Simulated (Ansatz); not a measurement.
Cost and result for the atomization energy of AlFH2S2, SMILES `[F][Al]([SH])[SH]` (6 atoms, 5 bonds).

Total charge 0; spin multiplicity 1. All single points use the PBE0-D4/def2-TZVP geometry. It is one conformer, not always the lowest. Program: Ansatz. All runs use 4 threads of an Arm Neoverse V1 on a shared host. Times are those of one run each, without the atoms' runs, and a repeat can differ threefold. Electronic energies, without spin–orbit coupling; frozen cores. CCSD(T)/CBS adds CCSD(T) − MP2 in def2-TZVPP to the MP2 limit, and its time is that of the two runs behind it. T1 = 0.012. B3LYP takes the VWN-RPA correlation (the form of Gaussian; ORCA's B3LYP/G).

CCSD(T)/CBS is a level of theory with its own doubt, some kJ/mol a heavy atom from the limit and from the frozen cores, so smaller differences don't rank the functionals.

| level | functions | wall time | atomization (kcal/mol) | difference from CCSD(T)/CBS | per bond |
| --- | --- | --- | --- | --- | --- |
| LDA (SPW92)/def2-TZVPP | 185 | 0.8 s | 544.2 | 62.3 | 12.5 |
| CCSD(T)/def2-SVP | 78 | 1 s | 439.6 | -42.3 | -8.5 |
| revPBE-D4/def2-TZVPP | 185 | 1.2 s | 469.9 | -12.0 | -2.4 |
| BLYP-D4/def2-TZVPP | 185 | 1.2 s | 471.9 | -10.0 | -2.0 |
| PBE-D4/def2-TZVPP (with forces) | 185 | 1.4 s | 482.6 | 0.7 | 0.1 |
| B3LYP-D4/def2-TZVPP (with forces) | 185 | 2.7 s | 472.3 | -9.6 | -1.9 |
| B2PLYP/def2-TZVPP | 185 | 2.8 s | 470.0 | -11.9 | -2.4 |
| PBE-QIDH/def2-TZVPP | 185 | 3 s | 473.5 | -8.4 | -1.7 |
| r2SCAN-D4/def2-TZVPP (with forces) | 185 | 3.1 s | 483.2 | 1.3 | 0.2 |
| r2SCANh-D4/def2-TZVPP | 185 | 3.5 s | 478.8 | -3.1 | -0.6 |
| MP2/def2-QZVPP | 327 | 8 s | 488.9 | 7.0 | 1.4 |
| CCSD(T)/def2-TZVPP | 185 | 26 s | 464.9 | -17.0 | -3.4 |
| CCSD(T)/CBS(def2) | – | 34 s | 481.9 | 0.0 | 0.0 |

In def2-TZVPP, CCSD(T) changes the Hartree–Fock value by +117.3 kcal/mol (the triples alone add +8.7 kcal/mol) and MP2 by +131.1 kcal/mol; breaking electron pairs costs correlation energy, which Hartree–Fock lacks. Leaving LDA and LC-ωPBE aside and taking each functional with its dispersion term where it has one, the values, not all of them listed here, spread over 27.6 kcal/mol, from BHLYP-D4 to B97M-V. LDA lies +65.0 kcal/mol from PBE without D4, its usual overbinding. At CCSD(T), def2-SVP lies −42.3 kcal/mol from the extrapolated value and def2-TZVPP −17.0 kcal/mol: correlation converges slowly with the basis, and small sets miss more of it in the bonded molecule than in its fragments.
